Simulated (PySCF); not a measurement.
Te(SH)(GeH3) (GeH₄STe), SMILES S[Te][GeH3]. Atoms are numbered in the order given.

```xyz
7

Te     0.0182     0.3788     0.8753
S      1.5918     1.5108    -0.6380
H      0.7099     2.4198    -1.1199
Ge    -0.7615    -1.2950    -0.9476
H      0.4481    -2.1041    -1.4493
H     -1.8059    -2.2302    -0.3002
H     -1.3971    -0.5139    -2.1137
```
Charge 0, spin multiplicity 1.

Coordinates come from a B3LYP-D3(BJ)/def2-SVP optimisation. The structure was generated by enumeration, and PubChem lists no compound with its InChIKey, so it may never have been made. The def2 effective core potentials stand for the cores of Te; spin–orbit coupling is left out. The values are those of a single conformer.

Calculation: B3LYP-D3(BJ)/def2-SVP in PySCF 2.14.0.

Frequencies are harmonic and unscaled.

Computed vibrational spectrum:
| mode | ν (cm⁻¹) | IR (km/mol) | moving atoms (share of kinetic energy) |
|---|---|---|---|
| 1 | 83 | 0.2 | S 56 %, Ge 23 %, Te 15 % |
| 2 | 103 | 0.1 | H 96 % |
| 3 | 227 | 2.7 | Ge 60 %, Te 37 % |
| 4 | 253 | 16.1 | H 96 % |
| 5 | 336 | 4.4 | S 79 %, Te 20 % |
| 6 | 492 | 6.5 | H 94 % |
| 7 | 506 | 5.4 | H 96 % |
| 8 | 759 | 5.0 | H 97 % |
| 9 | 798 | 334.3 | H 97 % |
| 10 | 866 | 38.2 | H 99 % |
| 11 | 880 | 33.9 | H 99 % |
| 12 | 2114 | 106.7 | H 99 % |
| 13 | 2134 | 92.3 | H 98 % |
| 14 | 2141 | 89.7 | H 98 % |
| 15 | 2654 | 0.9 | H 97 % |
